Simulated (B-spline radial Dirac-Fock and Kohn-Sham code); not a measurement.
The N4-O23O23 Auger spectrum of Re⁴⁺

System: the Re⁴⁺ ion, 1s2 2s2 2p6 3s2 3p6 3d10 4s2 4p6 4d10 4f14 5s2 5p6 5d3.

Input of the calculation (task.json; shells as n, l, electrons):

```json
{"items": [{
  "Z": 75,
  "q": 4,
  "cfg": [[1, 0, 2], [2, 0, 2], [2, 1, 6], [3, 0, 2], [3, 1, 6], [3, 2, 10], [4, 0, 2], [4, 1, 6], [4, 2, 10], [4, 3, 14], [5, 0, 2], [5, 1, 6], [5, 2, 3]],
  "A": 187,
  "rrms": 5.3698,
  "do": ["binding", "quiet", "double"]
}]}
```

Launch: `python xray_run.py task.json out`

Calculated with an atomic code on a B-spline grid, using ΔSCF Dirac-Fock with Breit, self-energy and vacuum polarisation, finite nucleus, configuration average. The two-hole levels come from diagonalising the Coulomb interaction among the jj configurations; intensities are independent-particle Coulomb rates. Kinetic energies are from the vacuum level. The model has no electron correlation. Open outer shells are spectators and are not coupled to the holes.

```tsv
kinetic energy (eV)	J	leading jj holes (weight)	leading LS term (weight)
100.1	0	O2O2 (0.98)	³P0 (0.52)
112.9	2	O2O3 (0.99)	¹D2 (0.76)
114.9	1	O2O3 (1.00)	³P1 (1.00)
122.7	0	O3O3 (0.98)	¹S0 (0.52)
126.0	2	O3O3 (0.99)	³P2 (0.76)
```

The intensity is shared as follows: 112.9 eV 65.2 %, 126.0 eV 17.5 %, 100.1 eV 14.8 %, 114.9 eV 2.4 %, 122.7 eV 0.0 %.

The strongest line, by its leading LS label ¹D2, lies at 112.9 eV. The mean weight of the leading component is 0.99 in jj and 0.71 in LS coupling, so jj labels describe these levels better.
